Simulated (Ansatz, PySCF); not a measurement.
Gas-phase reaction (SMILES): [OH][AlH2] + O (H2O) -> [OH][AlH][OH] + [H][H] (H2); water cleaves one Al-H bond, a model of a ligand-exchange step.

Geometries: B3LYP-D3(BJ)/def2-TZVP minima from Ansatz (an electronic-structure program), one conformer each, not searched for the lowest. Correlated levels leave the core frozen unless marked. No spin-orbit coupling. Non-relativistic. Basis-set limits of correlation are two-point, X^-3; Hartree-Fock from the larger set (for Q and 5 zeta extrapolated as (X+1)exp(-9√X)). Thermal terms are rigid-rotor harmonic-oscillator values from B3LYP-D3(BJ) frequencies (Ansatz or PySCF) at 298.15 K and 1 atm. 1 Eh = 627.5095 kcal/mol.

```csv
species,"E, CCSD(T)/CBS(cc-pV(Q+d)Z,cc-pV(5+d)Z) (Ansatz) (Eh)","E, B3LYP-D3(BJ)/def2-TZVPD (Ansatz + dftd3) (Eh)",H - E (Eh)
[OH][AlH2],-319.02646,-319.56958,0.03129
O (H2O),-76.37670,-76.46738,0.02495
[OH][AlH][OH],-394.27654,-394.90354,0.03966
[H][H] (H2),-1.17453,-1.17983,0.01336
```

**Question.** Work out ΔE and ΔH at 298.15 K at the first level, then ΔH at the second.

**Answer.** 
1. ΔE = [(-394.27654) + (-1.17453)] - [(-319.02646) + (-76.37670)] = -0.04791 Eh = -30.1 kcal/mol at CCSD(T)/CBS(cc-pV(Q+d)Z,cc-pV(5+d)Z).
2. The terms H - E add up to -0.00322 Eh, so ΔH = (-0.04791 + (-0.00322))×627.5095 = -32.1 kcal/mol.
3. At B3LYP-D3(BJ)/def2-TZVPD the same steps give ΔE = -29.1 and ΔH = -31.1 kcal/mol, a shift of +1.0 from the first level.
4. These values are not checked against measurement here, since the tables used lack a sound gas-phase enthalpy of formation for at least one species.
